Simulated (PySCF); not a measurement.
Q: What does the PBE0-D3(BJ)/def2-SVP structure of `[PH2][GeH2][Cl]` look like in three dimensions?

A: 
```xyz
7
ClGeH4P angstrom
P      1.2419   -0.3450    0.0757
Ge    -1.0582   -0.1734   -0.0900
Cl    -1.6623    1.7989   -0.7654
H      1.4526    0.2015   -1.2268
H      1.3667    0.9207    0.7253
H     -1.5905   -1.1809   -1.1217
H     -1.7095   -0.3814    1.2864
```

Any rigid rotation of these coordinates is as good. Atoms count from 1 in this order. Ge2 (germanium bonded to Cl, P and 2 H) is tetrahedral (angles from 106.5° to 111.5°). P1 (three-coordinate phosphorus) is pyramidal (angles 93.6°, 93.1° and 93.0°, sum 279.7°, 0.87 Å off the plane of its three neighbours).

Bonds between heavy atoms (Å): P1–Ge2 2.312, Ge2–Cl3 2.170.

Computed, not measured: PBE0-D3(BJ)/def2-SVP geometry optimisation, gas phase (PySCF 2.14.0).

PBE0-D3(BJ)/def2-SVP frequencies: not computed here. One conformer, not necessarily the lowest (H–P1–Ge2–Cl3 -49° and 45°).
